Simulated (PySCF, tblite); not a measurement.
Isomers of C6H12N (doublet state). Computed values, GFN2-xTB/tblite, gas phase, harmonic and unscaled. This tight-binding method is rough: wavenumbers can miss measured ones by several per cent, in bad cases by 10 to 20. One conformer each. Open shells enter through the occupations alone, without spin polarisation, and single modes of such species can be off by tens of per cent.

Electronic energies: B3LYP/pcH-1 single points on the GFN2-xTB geometries (PySCF, gas phase).

| SMILES | electronic energy, lowest = 0 (kcal/mol) |
| --- | --- |
| C[C]1CC(CN)C1 | 0.0 |
| C[C@H]([NH])C1CCC1 | 5.4 |
| [CH2]C[C@](C)(N)C=C | 0.1 |
| [CH2]CN1CC[C@H]1C | 9.7 |

Q: How do GFN2-xTB zero-point energies change the relative energies?

A: 
```
             SMILES  ZPE (kcal/mol)  of it from modes above 1550 cm⁻¹  electronic (kcal/mol)  with ZPE, lowest = 0 (kcal/mol)  lowest mode (cm⁻¹)  rings
      C[C]1CC(CN)C1           104.6                              53.9                    0.0                              1.8                  44      1
[CH2]C[C@](C)(N)C=C           102.6                              55.9                    0.1                              0.0                  71      0
 C[C@H]([NH])C1CCC1           105.1                              51.9                    5.4                              7.8                  74      1
  [CH2]CN1CC[C@H]1C           103.1                              51.0                    9.7                             10.1                  67      1
```

The zero-point energies span 2.5 kcal/mol, from `[CH2]C[C@](C)(N)C=C` to `C[C@H]([NH])C1CCC1`. With it `[CH2]C[C@](C)(N)C=C` becomes the lowest.

Q: And how do the electronic energies of GFN2-xTB itself compare?

A: `C[C]1CC(CN)C1` 0.0; `[CH2]C[C@](C)(N)C=C` 18.2; `C[C@H]([NH])C1CCC1` 2.1; `[CH2]CN1CC[C@H]1C` 2.3 kcal/mol, lowest = 0. Against the energies above, taken from the same isomer `C[C]1CC(CN)C1`, the largest difference is 18.1 kcal/mol.

Q: What do entropy and thermal enthalpy add at 298.15 K and 1 bar (rigid rotor, harmonic oscillator, one conformer each)?

A: 
```tsv
SMILES	point group	symmetry number	S (cal/(mol K))	H − H(0) (kcal/mol)	ZPE + H − H(0) − TS (kcal/mol)
C[C]1CC(CN)C1	C1	1	92.7	6.03	82.9
[CH2]C[C@](C)(N)C=C	C1	1	93.2	6.53	81.4
C[C@H]([NH])C1CCC1	C1	1	88.8	5.71	84.3
[CH2]CN1CC[C@H]1C	C1	1	91.3	6.06	82.0
```

S holds R ln(2S + 1) for the spin.
